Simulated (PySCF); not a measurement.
## Simulated absorption spectrum

C5H4N2OS.
Structure used (GFN2-xTB), in Å, numbered top down from 1:
```
atom  x, y, z in Å
C1    -2.9548   -0.2883    0.0067
C2    -1.9220    0.2480   -0.6381
C3    -0.5639    0.0787   -0.1970
N4    -0.1982   -0.6004    0.8551
N5     1.0858   -0.6175    1.0616
C6     1.7826    0.0438    0.1859
C7     3.2320    0.1568    0.2236
O8     3.8982    0.7616   -0.5742
S9     0.7896    0.7880   -1.0508
H10   -3.9650   -0.1517   -0.3370
H11   -2.8007   -0.8762    0.8948
H12   -2.0562    0.8414   -1.5311
H13    3.6683   -0.3839    1.0826
```

Level of theory: PySCF, TDDFT CAM-B3LYP/def2-SVPD, vertical, gas phase, core orbitals frozen in the response.

Broadening: Gaussians 0.3 eV wide at half height, area fixed by f = 4.319×10⁻⁹ ∫ε dν̃. The width is an assumption, not a result. The curve ends short of the highest state used, and states not computed would add to its high-energy end.

E (eV), ε (L mol⁻¹ cm⁻¹) and a bar:
```
     3.18          0 
     3.29          1 
     3.40          5 
     3.51         17 
     3.62         26 
     3.73         19 
     3.84          7 
     3.95          3 
     4.06         61 
     4.17        970 #
     4.28       7353 #####
     4.39      26434 ##################
     4.50      45093 ##############################
     4.61      36498 ########################
     4.72      14018 #########
     4.83       2562 ##
     4.94        282 
     5.05        285 
     5.16        837 #
     5.27       1679 #
     5.38       1899 #
     5.49       1106 #
     5.60        403 
     5.71        402
```

(1) Where are the band maxima, and which computed states make them?

(2) On this curve, what absorbance would a 10⁻³ mol/L sample give at 266 nm over a 1 cm path?

(3) Does any computed singlet lie in the visible range?

(4) Coming from long wavelengths, where does ε first pass 100 L mol⁻¹ cm⁻¹?

Answers

(1) 341 nm (3.63 eV), ε about 26, made up of S1 (100%); 274 nm (4.52 eV), ε about 46000, made up of S3 (100%); 232 nm (5.35 eV), ε about 2000, made up of S5 (95%) (ε in L mol⁻¹ cm⁻¹; maxima over ε = 5, shares over 10%). At its high-energy end, 5.71 eV, the curve is still rising (ε about 400, from S5, S6 and S7). The states used: S1 3.63 eV (f 0.0003); S2 3.87 eV (f 0.0000); S3 4.52 eV (f 0.510); S4 5.17 eV (f 0.0030); S5 5.36 eV (f 0.021); S6 5.71 eV (f 0.0013); S7 5.99 eV (f 0.033); S8 6.31 eV (f 0.0010).

(2) 266 nm is 4.661 eV, where ε is about 26000 L mol⁻¹ cm⁻¹, so A = ε c l ≈ 26 (Beer–Lambert, with the gas-phase spectrum and the assumed width).

(3) No computed singlet lies in the visible range (380 to 750 nm); the lowest, at 341 nm, stands 0.37 eV above its violet end (3.26 eV); a Tamm–Dancoff triplet lies at 434 nm, without intensity as long as spin–orbit coupling is left out.

(4) At about 304 nm (4.08 eV), 0.45 eV above S1.

One conformer stands for the species.
